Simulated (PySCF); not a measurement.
Partial charges of `C=C1C[C@@H](C)[C@@H](C(C)=O)C1`

C9H14O.
Atom-mapped SMILES: `[CH2:1]=[C:2]1[CH2:3][C@@H:4]([CH3:5])[C@@H:6]([C:7]([CH3:8])=[O:9])[CH2:10]1` (hydrogens: H11, H12 on C1; H13, H14 on C3; H15 on C4; H16, H17, H18 on C5; H19 on C6; H20, H21, H22 on C8; H23, H24 on C10)

Geometry (GFN2-xTB, Å), atoms numbered from 1 in this order:
```xyz
24
C9H14O angstrom
C     -3.182   -0.506    0.257
C     -1.928   -0.322   -0.112
C     -1.428    0.788   -0.996
C      0.081    0.849   -0.735
C      0.388    1.726    0.474
C      0.437   -0.639   -0.491
C      1.752   -0.807    0.241
C      2.975   -0.651   -0.629
O      1.822   -1.049    1.419
C     -0.765   -1.189    0.284
H     -3.472   -1.331    0.885
H     -3.970    0.159   -0.056
H     -1.620    0.529   -2.042
H     -1.925    1.735   -0.790
H      0.620    1.239   -1.603
H      0.063    2.748    0.285
H     -0.128    1.359    1.357
H      1.456    1.743    0.685
H      0.515   -1.131   -1.465
H      3.869   -0.590   -0.013
H      3.056   -1.521   -1.280
H      2.892    0.233   -1.255
H     -0.947   -2.241    0.063
H     -0.572   -1.110    1.357
```

Density: PBE0/pcSseg-1 (PySCF); schemes: Mulliken, IAO, Hirshfeld and ESP-fitted. The structure is a single GFN2-xTB conformer in the gas phase; no vibrational or solvent corrections.

Task: Which atoms carry the highest charge in the Mulliken, IAO, Hirshfeld and ESP-fitted schemes?

Result: All schemes agree: Mulliken C7 (+0.208); IAO C7 (+0.395); Hirshfeld C7 (+0.176); ESP-fitted C7 (+0.711).

Task: For which atoms does the sign change between the 4 schemes (beyond +0.03 e in one, beyond −0.03 e in another)?

Result: C2 and C4. Atomic charges aren't observables, and each scheme defines them in its own way.

Task: Which atoms carry the lowest charge in the Mulliken, IAO, Hirshfeld and ESP-fitted schemes?

Result: The schemes don't all agree: Mulliken C2 (-0.472); IAO C8 (-0.477); Hirshfeld O9 (-0.222); ESP-fitted C1 (-0.692).

Task: What partial charge does each atom carry?

Result: In e:

```tsv
atom	environment	Mulliken	IAO	Hirshfeld	ESP-fitted
C1	terminal =CH2 carbon	-0.052	-0.354	-0.127	-0.692
C2	fully substituted alkene carbon	-0.472	+0.024	+0.013	+0.377
C3	allylic carbon	-0.026	-0.273	-0.070	-0.511
C4	sp3 CH carbon	-0.343	-0.095	-0.017	+0.351
C5	methyl carbon	-0.169	-0.422	-0.122	-0.538
C6	sp3 carbon next to a carbonyl	-0.341	-0.171	-0.036	-0.232
C7	ketone carbonyl carbon	+0.208	+0.395	+0.176	+0.711
C8	methyl carbon next to a carbonyl	-0.234	-0.477	-0.124	-0.618
O9	ketone oxygen	-0.355	-0.411	-0.222	-0.517
C10	allylic carbon	+0.029	-0.281	-0.078	-0.264
H11	vinylic hydrogen	+0.096	+0.145	+0.042	+0.217
H12	vinylic hydrogen	+0.093	+0.143	+0.040	+0.226
H13	methylene hydrogen	+0.137	+0.146	+0.042	+0.137
H14	methylene hydrogen	+0.122	+0.144	+0.045	+0.163
H15	methine hydrogen	+0.108	+0.126	+0.035	-0.012
H16	methyl hydrogen	+0.122	+0.142	+0.042	+0.134
H17	methyl hydrogen	+0.124	+0.146	+0.041	+0.156
H18	methyl hydrogen	+0.122	+0.139	+0.036	+0.135
H19	methine hydrogen	+0.125	+0.136	+0.041	+0.080
H20	methyl hydrogen	+0.137	+0.164	+0.050	+0.169
H21	methyl hydrogen	+0.142	+0.166	+0.057	+0.162
H22	methyl hydrogen	+0.132	+0.154	+0.051	+0.149
H23	methylene hydrogen	+0.139	+0.150	+0.044	+0.105
H24	methylene hydrogen	+0.156	+0.164	+0.038	+0.111
```

Mean size of the charges over all atoms: ESP-fitted 0.282 e, IAO 0.207 e, Mulliken 0.166 e, Hirshfeld 0.066 e. Each set sums to the total charge, 0, to within 0.001 e. The Mulliken scheme counts on each atom the diagonal of the density matrix times the overlap matrix over that atom's basis functions. The Hirshfeld scheme divides the density at each point in proportion to the densities of the neutral, spherically averaged free atoms.

Task: How many electrons does the Hirshfeld scheme count on C2?

Result: Z − q = 6 − (+0.013) = 5.987.

Task: How closely do the schemes follow one another over all atoms?

Result: Correlation coefficient and root-mean-square difference: IAO with Hirshfeld 0.96, 0.159 e; IAO with ESP-fitted 0.90, 0.169 e; Hirshfeld with ESP-fitted 0.90, 0.275 e; Mulliken with IAO 0.68, 0.177 e; Mulliken with Hirshfeld 0.66, 0.156 e; Mulliken with ESP-fitted 0.38, 0.327 e.

Task: Sum the charges by element, for elements with more than one atom.

Result: 
```csv
element,atoms,Mulliken,IAO,Hirshfeld,ESP-fitted
C,9,-1.400,-1.654,-0.383,-1.416
H,14,+1.755,+2.065,+0.605,+1.933
```
